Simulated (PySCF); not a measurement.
Calculation: ωB97X-D3(BJ)/def2-TZVP // PBE0-D3(BJ)/def2-TZVP (PySCF). Gas-phase values, no solvent. One relaxed conformer stands for a flexible species; it need not be the lowest. Delta-SCF ions had no search for a lower state. Excitations are Tamm–Dancoff values on a coarser integration grid. The basis has no diffuse functions, so Rydberg states are missing or too high.

Reference species (SMILES): `BN=C` (neutral, multiplicity 1).

| Property | Result |
|---|---|
| S1 excitation (TDA) | 4.91 eV |
| vertical ionisation energy (Delta-SCF) | 10.35 eV |
| HOMO–LUMO gap | 11.75 eV |

After one change: the S1 excitation (TDA) drops by 0.38 eV; the vertical ionisation energy (Delta-SCF) decreases by 0.30 eV; the HOMO–LUMO gap falls by 1.75 eV.

Q: What was changed between the two runs? The new species is one of these.
A. `C=BN`
B. `CB=N`
C. `B=NC`
D. `[H]/N=C\B`

A: D, `[H]/N=C\B`
